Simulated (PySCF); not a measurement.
A run for PySCF: R-B3LYP/6-31G* on H4SSi (SMILES [SiH3]S), a point of a torsion scan.

```python
from pyscf import gto, scf, dft, mp
from pyscf.data.elements import chemcore

mol = gto.M(
    atom='''
    Si   -0.58613464   -0.02690720   -0.01620750
    S     1.43581384   -0.31232196   -0.69543990
    H    -0.69024803   -0.74610510    1.24461787
    H    -1.45641321   -0.58372264   -1.04072995
    H    -0.77526915    1.40609387    0.15055364
    H     1.85332417   -1.05925777    0.31350800
    ''',
    basis='6-31g*',
    cart=True,
    charge=0, spin=0, verbose=3, max_memory=1800)
mf = dft.RKS(mol, xc='b3lyp')
mf.conv_tol = 1e-8
mf.max_cycle = 100
mf.kernel()
if not mf.converged:
    mf = mf.newton().run(mf.mo_coeff, mf.mo_occ)
```

Q: What total energy does the run end on?

A: -690.0995 hartree.
